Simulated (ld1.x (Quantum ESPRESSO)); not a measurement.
# Transferability test, TM potential for zirconium (Zr)

Zr, norm-conserving Troullier–Martins (Kleinman–Bylander form), made with ld1.x (Quantum ESPRESSO) 7.5 (PW91, fully relativistic). Core [Kr], reference 4d2 5s2 5p0. Waves: 5p (bound, empty): rc 3.20 bohr; 4d (bound): rc 1.65 bohr; 5s (bound): rc 2.30 bohr. Local part: the s channel. Core correction: none.

Open shells are filled in proportion to 2j + 1 (rel_dist='average').

Energies are relative to the spin-unpolarised reference configuration 4d2 5s2 5p0; without spin polarisation the order of configurations can differ from experiment.

```json
{"valence configuration": "4d2 5s1 5p0", "charge": "+1", "ΔE all-electron (eV)": "7.190", "error AE − PS (meV)": "+7.3"}
{"valence configuration": "4d2 5s0 5p0", "charge": "+2", "ΔE all-electron (eV)": "20.168", "error AE − PS (meV)": "+108"}
{"valence configuration": "4d1 5s0 5p0", "charge": "+3", "ΔE all-electron (eV)": "42.852", "error AE − PS (meV)": "+205"}
{"valence configuration": "4d2.5 5s1.5 5p0", "charge": "0", "ΔE all-electron (eV)": "0.516", "error AE − PS (meV)": "+11"}
{"valence configuration": "4d2 5s1.5 5p0", "charge": "+0.5", "ΔE all-electron (eV)": "2.905", "error AE − PS (meV)": "+1.1"}
{"valence configuration": "4d1 5s2 5p0", "charge": "+1", "ΔE all-electron (eV)": "7.712", "error AE − PS (meV)": "+175"}
```

Task: What are ΔE and the potential's error for 4d2 5s0 5p2?

Result: ΔE = 6.252 eV all-electron; the error (AE − PS) is +21 meV.

ld1.x printed “convergence not achieved” for 4 of the counted tests; their residual had stalled under 1e-8, short of the target of 1e-14.
